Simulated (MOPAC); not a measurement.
Input for MOPAC: PM3 on HBr (SMILES Br).

```
PM3 1SCF PRECISE CHARGE=0 THREADS=1
BrH

Br     0.28213495 1    -0.61514624 1     4.13039079 1
H      0.06018047 1    -0.45154071 1     2.72170458 1
```

Program output:

```
*******************************************************************************
 **                                                                           **
 **                              MOPAC v23.2.5                                **
 **                                                                           **
 *******************************************************************************
 ** MOPAC's Digital Object Identifier: https://doi.org/10.5281/zenodo.6511958 **
 **                                                                           **
 ** Please cite the open-source release paper for use of this MOPAC version:  **
 ** J. E. Moussa and J. J. P. Stewart (2026)                                  **
 ** MOPAC: An open-source semiempirical molecular orbital program             **
 ** J. Open Source Softw., 11(119), 8025, https://doi.org/10.21105/joss.08025 **
 *******************************************************************************

                              PM3 CALCULATION RESULTS

 *******************************************************************************
 *  PM3        - The PM3 Hamiltonian to be used
 *
 *
 *
 *                 CHARGE ON SYSTEM = 0
 *
 *
 *
 *  PRECISE    - TIGHTER CRITERIA TO BE USED
 *  1SCF       - DO 1 SCF AND THEN STOP
 *  THREADS=1  - MULTI-THREADING NOT USED
 *  T=         - A TIME OF 172800.0 SECONDS REQUESTED
 *  DUMP=N     - RESTART FILE WRITTEN EVERY 7200.0 SECONDS REQUESTED
 *******************************************************************************
PM3 1SCF PRECISE CHARGE=0 THREADS=1
 BrH

   ATOM   CHEMICAL          X               Y               Z
  NUMBER   SYMBOL      (ANGSTROMS)     (ANGSTROMS)     (ANGSTROMS)

     1      Br          0.28213495  *  -0.61514624  *   4.13039079  *
     2       H          0.06018047  *  -0.45154071  *   2.72170458  *



          CARTESIAN COORDINATES

    NO.       ATOM           X           Y           Z

     1        Br          0.2821     -0.6151      4.1304
     2         H          0.0602     -0.4515      2.7217

  H: (PM3): J. J. P. STEWART, J. COMP. CHEM. 10, 209 (1989).
 Br: (PM3): J. J. P. STEWART, J. COMP. CHEM. 10, 209 (1989).

           Empirical Formula: H Br  =     2 atoms



      MOLECULAR POINT GROUP   :   C*v


      RHF CALCULATION, NO. OF DOUBLY OCCUPIED LEVELS = 4


 -------------------------------------------------------------------------------
 PM3 1SCF PRECISE CHARGE=0 THREADS=1
 BrH



     1SCF WAS SPECIFIED, SO BFGS WAS NOT USED
     SCF FIELD WAS ACHIEVED


                              PM3 CALCULATION
                                                       MOPAC v23.2.5 Linux




          FINAL HEAT OF FORMATION =          5.53788 KCAL/MOL =      23.17049 KJ/MOL


          COSMO AREA              =         60.28 SQUARE ANGSTROMS
          COSMO VOLUME            =         44.49 CUBIC ANGSTROMS

          IONIZATION POTENTIAL    =         12.237085 EV
          HOMO LUMO ENERGIES (EV) =        -12.237 -0.073
          NO. OF FILLED LEVELS    =          4
          MOLECULAR WEIGHT        =         80.9119         POINT GROUP:  C*v

          MOLECULAR DIMENSIONS (Angstroms)

            Atom       Atom       Distance
            H     2   Br     1     1.43542
            H     2   Br     1     0.00000
           Br     1    H     2     0.00000


          SCF CALCULATIONS        =          1





   ATOM   CHEMICAL          X               Y               Z
  NUMBER   SYMBOL      (ANGSTROMS)     (ANGSTROMS)     (ANGSTROMS)

     1      Br          0.28213495  *  -0.61514624  *   4.13039079  *
     2       H          0.06018047  *  -0.45154071  *   2.72170458  *

                             CARTESIAN COORDINATES

   1   Br        0.282134950    -0.615146240     4.130390790
   2    H        0.060180470    -0.451540710     2.721704580


           Empirical Formula: H Br  =     2 atoms



      MOLECULAR POINT GROUP   :   C*v


                  EIGENVALUES
 -21.60199 -15.51320 -12.23708 -12.23708  -0.07324


              NET ATOMIC CHARGES AND DIPOLE CONTRIBUTIONS

  ATOM NO.   TYPE          CHARGE      No. of ELECS.   s-Pop       p-Pop
    1         Br          -0.121249        7.1212     1.88662     5.23463
    2          H           0.121249        0.8788     0.87875
 DIPOLE           X         Y         Z       TOTAL
 POINT-CHG.    -0.129     0.095    -0.820     0.836
 HYBRID        -0.064     0.047    -0.405     0.413
 SUM           -0.193     0.142    -1.226     1.249


          ATOMIC ORBITAL ELECTRON POPULATIONS

     Atom    s        px        py        pz
    1 Br   1.88662   1.98170   1.99006   1.26287
    2  H   0.87875

 **********************
 *                    *
 * JOB ENDED NORMALLY *
 *                    *
 **********************




 == MOPAC DONE ==
```

The run finished.

Cost: about 0.04 core-seconds (a rough figure).
